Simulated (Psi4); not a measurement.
Calculation: SAPT0/jun-cc-pVDZ, frozen core in Psi4 1.11.

Psi4 input:

```
molecule {
0 1
C -1.25138500 -0.31084206 0.07321815
C -0.03851287 0.61477480 0.02565578
C 1.27997700 -0.14536977 -0.09227306
H -1.31215431 -0.92382216 -0.82952731
H -1.19303895 -0.98950203 0.92786127
H -2.18312092 0.25168238 0.15740104
H -0.02045645 1.23768979 0.92489313
H -0.13873591 1.30306854 -0.81884627
H 1.42133640 -0.81872744 0.75684520
H 1.30216550 -0.75282061 -1.00051363
H 2.13392551 0.53386857 -0.12471429
--
0 1
O -0.83607450 -2.47485963 -2.66333870
Si 0.24092861 -3.57011455 -2.10207339
O -0.07855203 -5.13179303 -2.46784853
O 1.67314061 -3.21316282 -2.80642831
O 0.20499209 -3.46054436 -0.47072070
H -0.74894628 -2.20283908 -3.58028937
H -0.72014910 -5.58938697 -1.91888903
H 2.34179013 -3.90251819 -2.81677114
H 0.09507026 -2.58524343 -0.09105657
units angstrom
symmetry c1
no_reorient
no_com
}
set basis jun-cc-pvdz
set scf_type df
set freeze_core true
energy('sapt0')
```

Part of the output:

```
    SAPT Results
  --------------------------------------------------------------------------------------------------------
    Electrostatics                 -3.90854331 [mEh]      -2.45264796 [kcal/mol]     -10.26187905 [kJ/mol]
      Elst10,r                     -3.90854331 [mEh]      -2.45264796 [kcal/mol]     -10.26187905 [kJ/mol]

    Exchange                        9.25840206 [mEh]       5.80973500 [kcal/mol]      24.30793125 [kJ/mol]
      Exch10                        9.25840206 [mEh]       5.80973500 [kcal/mol]      24.30793125 [kJ/mol]
      Exch10(S^2)                   9.22256658 [mEh]       5.78724790 [kcal/mol]      24.21384522 [kJ/mol]

    Induction                      -1.65733780 [mEh]      -1.03999517 [kcal/mol]      -4.35133980 [kJ/mol]
      Ind20,r                      -3.15016769 [mEh]      -1.97676007 [kcal/mol]      -8.27076414 [kJ/mol]
      Exch-Ind20,r                  2.11391575 [mEh]       1.32650216 [kcal/mol]       5.55008503 [kJ/mol]
      delta HF,r (2)               -0.62108585 [mEh]      -0.38973726 [kcal/mol]      -1.63066069 [kJ/mol]

    Dispersion                     -4.92455938 [mEh]      -3.09020766 [kcal/mol]     -12.92942887 [kJ/mol]
      Disp20                       -5.56003877 [mEh]      -3.48897700 [kcal/mol]     -14.59787978 [kJ/mol]
      Exch-Disp20                   0.63547939 [mEh]       0.39876934 [kcal/mol]       1.66845092 [kJ/mol]
      Disp20 (SS)                  -2.78001939 [mEh]      -1.74448850 [kcal/mol]      -7.29893989 [kJ/mol]
      Disp20 (OS)                  -2.78001939 [mEh]      -1.74448850 [kcal/mol]      -7.29893989 [kJ/mol]
      Exch-Disp20 (SS)              0.36657687 [mEh]       0.23003046 [kcal/mol]       0.96244745 [kJ/mol]
      Exch-Disp20 (OS)              0.26890252 [mEh]       0.16873888 [kcal/mol]       0.70600347 [kJ/mol]

  Total HF                          3.69252094 [mEh]       2.31709187 [kcal/mol]       9.69471240 [kJ/mol]
  Total SAPT0                      -1.23203844 [mEh]      -0.77311579 [kcal/mol]      -3.23471647 [kJ/mol]
```
